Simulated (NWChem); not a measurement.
Species: CH3Si cation

```xyz
5

C     -0.0830     0.0000     1.0446
Si     0.3392     0.0000    -0.6195
H      0.0168    -0.9243     1.6401
H      0.0168     0.9243     1.6401
H     -0.4626     0.0000    -1.8734
```
Atoms are numbered in this order, from 1.

Computed with NWChem. Geometry: optimised at PBE0/def2-SVP. Level: PBE0/def2-SVPD; the question gives the wavelength of the field.

Question: Predict the results for field static. Quantities: isotropic polarisability (bohr³); anisotropy (bohr³).

Answer: The isotropic polarisability (bohr³) comes out as 37.0 and the anisotropy (bohr³) is 26.2.
